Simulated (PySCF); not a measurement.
Vertical excitations of a molecule C₃H₇N from PySCF with TDDFT-CAM-B3LYP/def2-SVPD, as energy in eV (oscillator strength): 5.04 (0.002), 6.81 (0.019), 7.63 (0.005), 7.82 (0.213), 7.90 (0.005), 7.99 (0.182), 8.75 (0.093), 8.76 (0.022). Lowest triplet (TDA): 4.24 eV. The structure is a stationary point at r2SCAN-D4/def2-SVP. Other conformers were not sampled.

**Question.** Pick the molecule that these values belong to.
A. C/C=N\C
B. C=CCN
C. C1CNC1

**Answer.** A, C/C=N\C
